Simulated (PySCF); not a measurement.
## In²⁵⁺: ionisation energy

In²⁵⁺ [Ar] 3d6 [3d3/2^4 3d5/2^2, M_J = 4] → In²⁶⁺ [Ar] 3d5 [3d3/2^4 3d5/2^1, M_J = 5/2], as a difference of total energies. All numbers are calculated (PySCF 2.14, the two-component X2C-1e Hamiltonian, in an uncontracted even-tempered set (16 s from 3.5 bohr⁻², ratio 2.8; 12 p from 4.5 bohr⁻², ratio 2.8; 8 d from 4.5 bohr⁻², ratio 2.8; 3 f from 17 bohr⁻², ratio 3)). Correlated levels: [Ne] frozen; the 74 highest virtual spinors dropped. "Screened" scales the spin-orbit matrix elements by Boettger's factors to mimic the two-electron term; Breit and QED terms are absent.

```csv
method,ionisation energy (eV)
GHF (spin-free),1324.4
GMP2 (spin-free),1325.5
```

Breit and QED terms and the two-electron picture change are absent.

The spin-free rows relax to the high-spin LS determinant and lack the spin-orbit shift.

The labels give the starting determinants; with spin-orbit coupling the two ends relaxed to ⟨J²⟩ = 20.03, ⟨L²⟩ = 7.37, ⟨S²⟩ = 5.19.

For comparison: 1328 ± 4 eV (theoretical estimate listed by NIST; NIST Atomic Spectra Database, ionization energies).
